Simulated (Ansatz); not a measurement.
Job for Ansatz (a program for electronic structure): R-CCSDT(Q)/cc-pVDZ on GaH (SMILES [GaH]), 2S+1 = 1, a spin state set in the input, which need not be the lowest. The run froze 14 orbitals, filled d shells among them.

Ansatz 0.2 input:
```yaml
crystal:
  periodic: [false, false, false]
  atoms:
    - {symbol: Ga, position_ang: [-0.00000000, -0.00000000, -0.05278339]}
    - {symbol: H, position_ang: [0.00000000, 0.00000000, 1.63628517]}
basis:
  gaussian:
    orbitals: cc-pVDZ
magnetization: {spin_polarized: false}
correlation: {method: ccsdt_q, electrons: outside_noble_gas}
scf: {omitted_lower_state_checks: [cluster_reference]}
```

Output:

```
WARN ansatz: RAYON_NUM_THREADS=2 ignored (pool sized by the plan → 2); use --threads N
Functional definition: HF
these checks for a lower state are left out or cut short: cluster_reference
integrals: 0.01 GiB planned
599 factors; integrals over basis functions are off by at most 9.8e-8 eV
mean field: 0.07 GiB planned
mean field evaluation 1: about -52348.0660 eV, gradient 6.4e0 eV
mean field evaluation 2: about -52348.0682 eV, gradient 6.4e0 eV
mean field evaluation 4: about -52348.3557 eV, gradient 4.2e-1 eV
mean field evaluation 8: about -52348.3569 eV, gradient 4.5e-7 eV
mean field -52348.35688718 eV, -1923.7666326133 hartree, gradient 2.2e-6 eV, S^2 0.000000; 0 other end points of the search recorded, 0 dependent functions left out
14 core orbitals not correlated
reference -52348.35688718 eV, -1923.7666326133 hartree; 2, 2 occupied and 16, 16 virtual orbitals, 599 factors
second order -1.36358156 eV of doubles, -0.00000000 eV of singles
coupled cluster: 0.05 GiB planned
cycle   1  -1.72276358 eV  change   -3.6e-1 eV  update   6.3e-2
cycle   2  -1.93843091 eV  change   -2.2e-1 eV  update   2.9e-2
cycle   3  -1.94631980 eV  change   -7.9e-3 eV  update   6.2e-3
cycle   4  -1.94752916 eV  change   -1.2e-3 eV  update   1.4e-3
cycle   5  -1.94686566 eV  change    6.6e-4 eV  update   4.3e-4
cycle   6  -1.94671716 eV  change    1.5e-4 eV  update   1.4e-4
cycle   7  -1.94681973 eV  change   -1.0e-4 eV  update   5.2e-5
cycle   8  -1.94678609 eV  change    3.4e-5 eV  update   1.6e-5
cycle   9  -1.94677831 eV  change    7.8e-6 eV  update   4.8e-6
cycle  10  -1.94678067 eV  change   -2.4e-6 eV  update   1.2e-6
cycle  11  -1.94678063 eV  change    3.5e-8 eV  update   3.7e-7
perturbative correction -0.00075841 eV, -0.0000278710 hartree
Total energy: -52350.30442623 eV, -1923.8382033530 hartree
Checks for a lower state left out: cluster_reference
```

Self-consistency was reached.

Cost: very roughly 0.6 core-seconds.
